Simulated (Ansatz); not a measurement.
Ansatz (a first-principles code) input file for F2Ni, SMILES [F][Ni+][F] (connectivity only; charge and spin as stated), charge +1, multiplicity 4, B3LYP-D3(BJ)/def2-TZVP. 

Ansatz 0.2 input:
```yaml
crystal:
  periodic: [false, false, false]
  atoms:
    - {symbol: Ni, position_ang: [0.00000000, 0.00000000, 0.00000000]}
    - {symbol: F, position_ang: [0.00000000, 0.00000000, -1.57993782]}
    - {symbol: F, position_ang: [0.00000000, 0.00000000, 1.57993782]}
basis:
  gaussian:
    orbitals: def2-TZVP
hamiltonian:
  xc: b3lyp
  dispersion: d3bj
total_charge: 1
magnetization: {spin_polarized: true, initial_magnetization: 3}
relax: {f_tol: 0.002, max_steps: 200}
```

Program output:

```
WARN ansatz: RAYON_NUM_THREADS=1 ignored (pool sized by the plan → 1); use --threads N
Functional definition: B3LYP
integrals: 0.03 GiB planned
824 factors; their error is unknown
mean field: 0.46 GiB planned
mean field evaluation 1: about -46460.6357 eV, gradient 7.0e1 eV
mean field evaluation 2: about -46422.7495 eV, gradient 1.7e2 eV
mean field evaluation 4: about -46469.5571 eV, gradient 1.6e1 eV
mean field evaluation 8: about -46470.1603 eV, gradient 7.6e-2 eV
mean field evaluation 16: about -46470.1603 eV, gradient 4.5e-4 eV
mean field evaluation 32: about -46469.3495 eV, gradient 7.8e0 eV
mean field -46470.16033133 eV, -1707.7468935702 hartree, gradient 1.2e-5 eV, S^2 3.759054; 2 other end points of the search recorded, 0 dependent functions left out
the calculation of the forces begins
reference -46470.16049135 eV, -1707.7468994509 hartree; 24, 21 occupied and 83, 86 virtual orbitals, 824 factors
relax step   1: F+E_penalty+E_count = -46470.20501641 eV  Δ(F+E_penalty+E_count) = +0.000e0 eV  max|allowed force component| = 3.001e0 eV/Å  Δτ_max = 0.0000 Å  (85 SCF iters, accepted)
these checks for a lower state are left out or cut short: starts, cluster_reference, orbital_swaps, neighbouring_geometries, increment
integrals: 0.03 GiB planned
824 factors; their error is unknown
mean field: 0.46 GiB planned
mean field -46470.30379703 eV, -1707.7521658377 hartree, gradient 1.6e-5 eV, S^2 3.759406; 0 other end points of the search recorded, 0 dependent functions left out
the calculation of the forces begins
reference -46470.30395876 eV, -1707.7521717812 hartree; 24, 21 occupied and 83, 86 virtual orbitals, 824 factors
relax step   2: F+E_penalty+E_count = -46470.34819710 eV  Δ(F+E_penalty+E_count) = -1.432e-1 eV  max|allowed force component| = 1.432e0 eV/Å  Δτ_max = 0.0327 Å  (59 SCF iters, accepted)
these checks for a lower state are left out or cut short: starts, cluster_reference, orbital_swaps, neighbouring_geometries, increment
integrals: 0.03 GiB planned
824 factors; their error is unknown
mean field: 0.45 GiB planned
mean field -46470.35389552 eV, -1707.7540069231 hartree, gradient 2.3e-6 eV, S^2 3.759751; 0 other end points of the search recorded, 0 dependent functions left out
the calculation of the forces begins
reference -46470.35405819 eV, -1707.7540129011 hartree; 24, 21 occupied and 83, 86 virtual orbitals, 824 factors
relax step   3: F+E_penalty+E_count = -46470.39802475 eV  Δ(F+E_penalty+E_count) = -4.983e-2 eV  max|allowed force component| = 1.876e-1 eV/Å  Δτ_max = 0.0315 Å  (63 SCF iters, accepted)
these checks for a lower state are left out or cut short: starts, cluster_reference, orbital_swaps, neighbouring_geometries, increment
integrals: 0.03 GiB planned
824 factors; their error is unknown
mean field: 0.45 GiB planned
mean field evaluation 64: about -46470.3549 eV, gradient 6.5e-2 eV
mean field -46470.35493803 eV, -1707.7540452348 hartree, gradient 8.1e-7 eV, S^2 3.759813; 0 other end points of the search recorded, 0 dependent functions left out
the calculation of the forces begins
reference -46470.35510081 eV, -1707.7540512167 hartree; 24, 21 occupied and 83, 86 virtual orbitals, 824 factors
relax step   4: F+E_penalty+E_count = -46470.39902049 eV  Δ(F+E_penalty+E_count) = -9.957e-4 eV  max|allowed force component| = 6.093e-3 eV/Å  Δτ_max = 0.0055 Å  (65 SCF iters, accepted)
these checks for a lower state are left out or cut short: starts, cluster_reference, orbital_swaps, neighbouring_geometries, increment
integrals: 0.03 GiB planned
824 factors; their error is unknown
mean field: 0.45 GiB planned
mean field -46470.35493763 eV, -1707.7540452198 hartree, gradient 6.0e-6 eV, S^2 3.759811; 0 other end points of the search recorded, 0 dependent functions left out
the calculation of the forces begins
reference -46470.35510040 eV, -1707.7540512016 hartree; 24, 21 occupied and 83, 86 virtual orbitals, 824 factors
relax step   5: F+E_penalty+E_count = -46470.39902157 eV  Δ(F+E_penalty+E_count) = -1.077e-6 eV  max|allowed force component| = 4.306e-5 eV/Å  Δτ_max = 0.0002 Å  (49 SCF iters, accepted)
integrals: 0.03 GiB planned
824 factors; their error is unknown
mean field: 0.45 GiB planned
mean field evaluation 96: about -46470.3549 eV, gradient 2.6e-2 eV
mean field -46470.35493763 eV, -1707.7540452198 hartree, gradient 6.0e-6 eV, S^2 3.759811; 3 other end points of the search recorded, 0 dependent functions left out
the calculation of the forces begins
reference -46470.35510040 eV, -1707.7540512016 hartree; 24, 21 occupied and 83, 86 virtual orbitals, 824 factors
Total energy: -46470.39918434 eV, -1707.7556712566 hartree
Atom 0 at     0.000000    -0.000000    -0.000000 Å, force     0.000000    -0.000000     0.000000 eV/Å
Atom 1 at    -0.000000     0.000000    -1.649505 Å, force     0.000000     0.000000     0.000043 eV/Å
Atom 2 at    -0.000000     0.000000     1.649505 Å, force    -0.000000     0.000000    -0.000043 eV/Å
Dipole moment:    -0.000000     0.000000     0.000000 e Å
```

The run converged.
